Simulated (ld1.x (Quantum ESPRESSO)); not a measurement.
**Before and after: TM potential for neodymium (Nd)**

ld1.x (Quantum ESPRESSO) 7.5 input, shortened:

```
&input
   title='Nd', zed=60., rel=2, dft='PBE', iswitch=3,
   config='[Xe] 4f3 5d1 6s2 6p0', rel_dist='average'
 /
 &inputp
   pseudotype=2, tm=.true., lloc=-1, rcloc=2.65,
   nlcc=.false.
 /
3
6S  1  0   2.00   0.00  3.20  3.20  0.0
6P  2  1   0.00   0.00  3.75  3.75  0.0
5D  3  2   1.00   0.00  3.40  3.40  0.0
 &test
   configts(1)='5d1 6s2 6p0'
 /
```

Open shells are filled in proportion to 2j + 1 (rel_dist='average').

Change: local potential all-electron potential smoothed inside 3.12 bohr (lloc = -1).

Cutoffs: the cutoffs (Ry, on a coarse ladder) from which the occupation-weighted sum of valence levels, in a spherical-Bessel basis at the reference potential, stays within 10 and 1 mRy of its value at 400 Ry; they do not see the model core or the augmentation charge, which bear on the density cutoff. Errors are all-electron minus pseudo energies relative to the spin-unpolarised reference configuration.

What does the change do?

The potential gets neither clearly harder nor softer (10 Ry and 15 Ry → 10 Ry and 15 Ry); the bound ghosts move from p, s to s; the number of tests that count goes from 6 to 7; of the 6 tests that both files solve, the error grows in 2 and shrinks in 0 by more than 15 % and 0.3 meV (median size 103.5 → 102.1 meV); the range in which the d3/2 phases agree narrows (upper end 4.2 → 0.9); the range in which the d5/2 phases agree narrows (upper end 4.1 → 1.0). In the separable form a ghost depends on how the local part lies against the semilocal potential of the channel, so the choice of the local part can create or remove one.

```tsv
quantity	base	changed
cutoff, loose	10 Ry	10 Ry
cutoff, tight	15 Ry	15 Ry
bound ghosts	s, p3/2	s
tests counted (converged, no solver errors)	6 of 7	7 of 7
error for 5d1 6s1 6p0, meV [ΔE 6.26 eV]	-0.1	-4.7
error for 5d1 6s0 6p0, meV [ΔE 17.70 eV]	+189	+187
error for 5d1 6s1.5 6p0, meV [ΔE 2.52 eV]	-1.2	-2.5
error for 5d0 6s2 6p0, meV [ΔE 6.34 eV]	+180	+177
error for 5d2 6s1 6p0, meV [ΔE 1.15 eV]	+48	+46
error for 5d2 6s0 6p0, meV [ΔE 6.70 eV]	+159	+158
s: phases at 4.05 bohr within 0.05 rad from the reference energy up to (Ry; the scan ends near 5)	n/a	1.6
p1/2: phases at 4.05 bohr within 0.05 rad from the reference energy up to (Ry; the scan ends near 5)	-0.1	0.1
p3/2: phases at 4.05 bohr within 0.05 rad from the reference energy up to (Ry; the scan ends near 5)	0.1	0.0
d3/2: phases at 4.05 bohr within 0.05 rad from the reference energy up to (Ry; the scan ends near 5)	4.2	0.9
d5/2: phases at 4.05 bohr within 0.05 rad from the reference energy up to (Ry; the scan ends near 5)	4.1	1.0
```

Base: Tests not counted: 5d1 6s0 6p2 (solver errors, printed error -20.1 eV). A true bound ghost makes a file unfit for plane-wave use even where its test errors are small: the radial tests pick states by their node count and pass the ghost by. Where a test does run into it, the solver fails or the error is huge.
